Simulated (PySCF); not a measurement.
Species: C₆H₉NS.
Structure used (GFN2-xTB), in Å, numbered top down from 1:
```xyz
17
C6H9NS angstrom
C     -1.931    0.830    0.423
C     -1.572   -0.406   -0.391
C     -0.410   -1.194    0.233
C      0.850   -0.405    0.234
C      1.703   -0.139   -0.803
C      2.758    0.687   -0.373
N      2.736    1.039    0.885
S      1.441    0.401    1.643
H     -1.096    1.526    0.459
H     -2.190    0.554    1.443
H     -2.782    1.341   -0.021
H     -2.440   -1.064   -0.456
H     -1.299   -0.109   -1.406
H     -0.256   -2.112   -0.341
H     -0.672   -1.468    1.257
H      1.588   -0.513   -1.804
H      3.564    1.042   -0.992
```

Computed at PBE0/pcSseg-1 (PySCF, non-relativistic), with Q(14N) = 0.02044 b, Q(33S) = −0.0678 b: N7, 14N (I = 1): χzz = -4.577 MHz, η = 0.380; S8, 33S (I = 3/2): χzz = -34.54 MHz, η = 0.530.

Question: Find the zero-field quadrupole resonance frequencies of 14N at N7.

Answer: From ν± = (3/4)|χ|(1 ± η/3) and ν0 = |χ|η/2: ν+ 3.867 MHz, ν− 2.998 MHz, ν0 0.870 MHz (pyridine-type nitrogen).

Question: Where would the pure quadrupole (NQR) lines of 33S at S8 fall for the rigid, isolated species?

Answer: From ν = (|χ|/2)√(1 + η²/3): ν = 18.06 MHz (ring sulfur).

In a crystal, neighbours and librations shift these lines. GFN2-xTB bond lengths can be off by several hundredths of an ångström, more for odd bonds, and the gradients follow them. With a basis this small, the couplings can be 20 % off.

These values come from a run that also computed NMR shieldings. On one thread of an Arm Neoverse V2, shared host, this took 28 s of wall time (grids of density and orbitals included) and 0.76 GiB of memory at its peak.

One conformer stands for the species.
